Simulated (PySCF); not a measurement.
Species: C₄H₁₀ClSi (doublet state).
Z-matrix (Å and degrees, GFN2-xTB geometry), rows numbered from 1:
```
C 
Si  1  1.8343
C   2  1.9394  1  108.34
C   3  1.5165  2  113.00  1   -56.66
C   3  1.5165  2  112.15  1   176.88
Cl  3  1.8071  2  105.17  1    60.43
H   1  1.0763  2  122.33  3   -49.75
H   1  1.0747  2  122.63  3   131.77
H   2  1.4680  1  113.93  3   116.02
H   2  1.4676  1  111.78  3  -118.00
H   4  1.0874  3  110.86  2    57.06
H   4  1.0885  3  109.40  2   -62.48
H   4  1.0901  3  111.02  2   177.81
H   5  1.0887  3  109.45  2    63.33
H   5  1.0875  3  110.98  2   -56.42
H   5  1.0902  3  110.99  2  -176.93
```

The hyperfine couplings belong to this conformer and change with its torsions.

Identity: `[CH2][SiH2]C(C)(C)Cl` [radical].

The calculation used UKS B3LYP, pcH-1 on C Cl H Si, non-relativistic, mean-field spin-orbit, GIAO (PySCF 2.14.0). One conformer (not necessarily the lowest) at the GFN2-xTB geometry, without solvent, vibrations or thermal averaging. The geometry wasn't refined by DFT: couplings that depend on bond lengths, twists or pyramidal angles can differ widely from those at the functional's own minimum. The SCF solution wasn't tested for stability.

(1) Match the computed a_iso(13C) values +79.3, +25.5 MHz with the sites C1; C3.

(2) The isotropic 1H couplings, averaged over equivalent nuclei, are -58.4, +38.1, +0.6 MHz. Assign them to H7/H8; H9/H10; H11 (×6).

Results:

(1) 
```json
{"site": "C1", "a_iso (MHz)": "+79.3", "ρ(0) (bohr⁻³)": "+0.0706", "position": "largest spin population", "distance from C1 (Å)": "0.00", "spin population": "+1.04", "largest |T| (MHz)": "151.6"}
{"site": "C3", "a_iso (MHz)": "+25.5", "ρ(0) (bohr⁻³)": "+0.0227", "position": "2 bonds from C1", "distance from C1 (Å)": "3.06", "spin population": "+0.02", "largest |T| (MHz)": "6.1"}
```

(2) 
| site | a_iso (MHz) | ρ(0) (bohr⁻³) | position | distance from C1 (Å) | bound to | spin population there | largest \|T\| (MHz) |
| --- | --- | --- | --- | --- | --- | --- | --- |
| H7/H8 | -58.4 | -0.0131 | α, 1 bond from C1 | 1.08 | C1 | +1.04 | 37.7 |
| H9/H10 | +38.1 | +0.0085 | β, 2 bonds from C1 | 2.76 | Si2 | -0.03 | 5.5 |
| H11 (×6) | +0.6 | +0.0001 | 4 bonds from C1 | 4.30 | C4/C5 | 0.00 | 2.7 |

ρ(0) is the spin density at the nucleus and T the dipolar tensor; a_iso includes a spin–orbit part; entries for several nuclei are means. The largest Mulliken spin population is on C1 (+1.04). The angles at C1 add up to 360.0°, so it is planar; its axial dipolar tensor and the negative couplings of its protons fit spin in a p orbital normal to that plane.

Nuclei that the bonding pattern makes equivalent are averaged, as if the motion that swaps them (rotation, inversion, ring flip) were fast. The 1H value of +38.1 MHz is a mean of couplings from 1.0 to 75.2 MHz in this one geometry, not an average over conformers.
